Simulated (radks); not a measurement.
The numbers below are computed, except where a source is named.
Valence configurations of the fluorine ion F+ (all share [He]). Level of theory: scalar-relativistic Kohn-Sham, BLYP, spin-polarised, spherical densities, finite nucleus; open shells are filled with parallel spins first; Fermi nuclear charge, rms radius 2.8976 fm (a radial shooting solver on a logarithmic mesh with Libxc functionals). Energies are relative to 2s2 2p4; eigenvalues in eV for spin up.

\begin{tabular}{lrrrr}
valence & E (eV) & moment (Bohr magnetons) & e(2p) & e(2s) \\ \hline
2s2 2p4 & 0.000 & 2 & -29.877 & -48.799 \\
2s1.5 2p4.5 & 9.445 & 2 & -29.982 & -48.997 \\
2s1 2p5 & 18.867 & 2 & -30.084 & -49.193 \\
2s0.5 2p5.5 & 29.898 & 1 & -29.416 & -48.503 \\
2p6 & 39.935 & 0 & -28.555 & - \\
\end{tabular}

NIST lists [He] 2s2 2p4 as the ground configuration; this level of theory agrees among the configurations tried. The energies are those of spherical high-spin densities, not of single terms.
